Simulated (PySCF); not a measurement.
Si(F)3(vinyl) (C2H3F3Si), SMILES C=C[Si](F)(F)F.

Geometry: TPSSh-D3(BJ)/def2-SVP. Other conformers were not sampled.

Level of theory: PySCF 2.14.0 with TPSSh-D3(BJ)/def2-SVP.

Frequencies are harmonic and unscaled.

Computed vibrational spectrum:
| mode | ν (cm⁻¹) | IR (km/mol) | Raman (Å⁴/amu) | depolarisation | moving atoms (share of kinetic energy) |
|---|---|---|---|---|---|
| 1 | 80 | 0.0 | 7.8 | 0.75 | C 44 %, H 29 %, F 24 % |
| 2 | 154 | 0.5 | 0.9 | 0.68 | F 52 %, C 27 %, H 15 % |
| 3 | 189 | 0.1 | 3.9 | 0.75 | F 58 %, H 26 %, C 14 % |
| 4 | 273 | 8.2 | 1.7 | 0.59 | F 72 %, C 20 % |
| 5 | 311 | 12.5 | 1.2 | 0.75 | F 71 %, Si 16 %, H 13 % |
| 6 | 342 | 43.8 | 1.6 | 0.50 | F 59 %, C 22 %, Si 15 % |
| 7 | 421 | 42.2 | 1.2 | 0.52 | F 38 %, C 27 %, Si 24 %, H 11 % |
| 8 | 551 | 33.4 | 3.3 | 0.75 | H 51 %, C 38 %, F 8 % |
| 9 | 677 | 7.4 | 7.7 | 0.02 | F 40 %, C 40 %, H 14 % |
| 10 | 884 | 223.0 | 1.0 | 0.12 | F 44 %, Si 42 % |
| 11 | 968 | 121.6 | 2.2 | 0.65 | F 43 %, Si 39 %, H 16 % |
| 12 | 973 | 184.4 | 1.0 | 0.75 | Si 50 %, F 50 % |
| 13 | 1018 | 27.8 | 0.5 | 0.75 | H 72 %, C 28 % |
| 14 | 1022 | 51.6 | 1.6 | 0.69 | H 66 %, C 14 %, Si 13 % |
| 15 | 1038 | 18.8 | 0.1 | 0.75 | H 94 % |
| 16 | 1288 | 4.1 | 9.3 | 0.37 | H 71 %, C 28 % |
| 17 | 1436 | 25.4 | 17.8 | 0.44 | H 81 %, C 19 % |
| 18 | 1668 | 18.6 | 13.2 | 0.09 | C 82 %, H 17 % |
| 19 | 3132 | 8.2 | 82.9 | 0.15 | H 95 % |
| 20 | 3155 | 0.5 | 136.1 | 0.27 | H 92 %, C 8 % |
| 21 | 3229 | 3.1 | 70.8 | 0.70 | H 89 %, C 11 % |
